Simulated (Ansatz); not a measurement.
`[SiH3][GaH][O][SbH2]` + `NN[SiH3]` → `NN([SiH3])[SiH3]` + `[GaH2][O][SbH2]`  (cleavage of the Si–Ga bond)

Gas-phase electronic energies from Ansatz, PBE0-D4/def2-TZVP geometries. CCSD(T)/CBS adds triple-zeta CCSD(T) − MP2 to the extrapolated MP2 energy (def2 sets, frozen cores). DFT in def2-TZVPP. B3LYP here is the variant with VWN-RPA as its local correlation; programs differ in this. def2 core potentials past Kr. For Ga, Sb outer-core shells are correlated without core-valence functions, which leaves a few kJ/mol of doubt a bond. Scalar relativity is left out up to krypton. Each species was taken in one conformer, which may not be the lowest.

`[SiH3][GaH][O][SbH2]`:

Cartesian coordinates in Å:
```
Si -0.408 0.540 -1.469
Ga -1.284 -0.738 0.384
O -0.163 -1.086 1.739
Sb 1.703 -0.561 1.984
H -1.501 0.918 -2.407
H 0.254 1.786 -0.995
H 0.593 -0.260 -2.229
H -2.710 -1.349 0.608
H 1.426 1.138 2.075
H 2.090 -0.386 0.310
```

`NN[SiH3]`:

```xyz
9

N     1.132    1.155    0.003
N     0.456    0.094   -0.626
Si   -0.819   -0.785    0.110
H     0.477    1.853    0.337
H     1.663    0.809    0.794
H     0.681    0.029   -1.603
H    -1.951    0.096    0.523
H    -0.346   -1.469    1.347
H    -1.293   -1.782   -0.885
```

`NN([SiH3])[SiH3]`:

```xyz
12

N     1.328   -0.069    0.865
N     0.111    0.016    0.113
Si    0.057   -0.782   -1.417
Si   -1.060    0.950    0.979
H     1.544   -1.041    1.062
H     2.093    0.327    0.329
H    -1.281   -0.569   -2.022
H     0.320   -2.240   -1.247
H     1.121   -0.248   -2.314
H    -0.573    2.335    1.218
H    -1.374    0.331    2.294
H    -2.286    0.989    0.140
```

`[GaH2][O][SbH2]`:

```xyz
7

Ga   -1.104    0.677   -0.716
O    -0.667   -0.085    0.839
Sb    1.059   -0.692    1.527
H     0.073    0.988   -1.700
H    -2.629    0.952   -0.890
H     1.215   -2.059    0.489
H     2.053    0.219    0.451
```

| species | B3LYP-D4 energy (Eh) |
| --- | --- |
| `[SiH3][GaH][O][SbH2]` | -2533.66393 |
| `NN[SiH3]` | -402.67161 |
| `NN([SiH3])[SiH3]` | -693.42323 |
| `[GaH2][O][SbH2]` | -2242.92333 |

**Question.** Work out ΔE.

**Answer.** ΔE = (-693.42323) + (-2242.92333) − (-2533.66393) − (-402.67161) = -0.01102 Eh = -6.9 kcal/mol. CCSD(T)/CBS gives -7.3 kcal/mol.

Largest T1 diagnostic among the species: 0.016.

In def2-TZVPP, CCSD(T) changes the Hartree–Fock value by +2.9 kcal/mol (the triples alone add +0.3 kcal/mol) and MP2 by +1.3 kcal/mol. Leaving LDA and LC-ωPBE aside and taking each functional with its dispersion term where it has one, the values, not all of them listed here, spread over 5.1 kcal/mol, from CAM-B3LYP-D4 to PBE-D4. LDA lies −0.9 kcal/mol from PBE without D4. From BLYP to BHLYP (50 % exact exchange), in def2-TZVPP and without D4, ΔE moves by −2.7 kcal/mol.
